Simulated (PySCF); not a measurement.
A structure optimised at PBE0-D3(BJ)/def2-SVP, used in a PySCF frequency run:

```xyz
10

B      0.2932     0.4606     0.0000
F      1.5787     0.7532     0.0000
Br    -0.1593    -1.4106     0.0000
C     -0.8094     1.5653     0.0000
C     -0.3025     3.0025     0.0000
H     -1.4649     1.3680    -0.8684
H     -1.4649     1.3680     0.8684
H      0.3176     3.2114     0.8849
H      0.3176     3.2114    -0.8849
H     -1.1335     3.7234     0.0000
```

Q: Write its SMILES, formula and point group.

A: CCB(F)Br, C2H5BBrF, Cs

Q: What are its rotational constants (standard atomic weights)?

A: 7.4624, 1.4561, 1.2369 GHz
